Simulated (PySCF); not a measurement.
Spinor energies of Ne⁺ (neon, charge +1)

Start: [He] 2s2 2p5; 2p1/2 filled at m_j = -1/2, +1/2; 2p3/2 filled at m_j = -1/2, +1/2, +3/2. Calculated with PySCF 2.14 in an even-tempered Gaussian basis (20 s from 0.06 bohr⁻², ratio 2.4; 13 p from 0.077 bohr⁻², ratio 2.4; 6 d from 1.7 bohr⁻², ratio 2.6; 5 f from 2.6 bohr⁻², ratio 2.6): generalised Hartree-Fock with the X2C-1e Hamiltonian and a Gaussian nucleus; one run each with spin-orbit coupling (SO) switched off, then screened by Boettger's factors.

```csv
spinor shell,electrons,"ε, spin-free (eV)","ε, screened SO (eV)",weight of nominal j (screened SO),"rms radius, screened SO (bohr)"
1s1/2,2,-915.70,-915.69,1.000,0.182
2s1/2,2,-71.439,-71.434,1.000,0.943
2p1/2,2,-43.740,-43.730,0.658,0.991
2p3/2,3,-43.740,-43.753,0.772,0.991
```

| quantity | spin-free | screened SO |
| --- | --- | --- |
| E (hartree) | -127.95869 | -127.96002 |
| M_J | 3/2 | 3/2 |
| ⟨J²⟩ | 3.753 | 3.753 |
| ⟨L²⟩ | 2.002 | 2.002 |
| ⟨S²⟩ | 0.752 | 0.752 |

Each row is a mean over spinors that exchange with the open shell spreads, by up to 6.188 eV (2s1/2).

Rows whose weight is well below 1 are mixtures of j = l ± 1/2: exchange outweighs spin-orbit coupling there, and the label is only the starting occupation.

Without spin-orbit coupling the j labels of p, d and f shells carry no meaning; the spin-free column gives the mean over the occupied spinors of each nl shell.
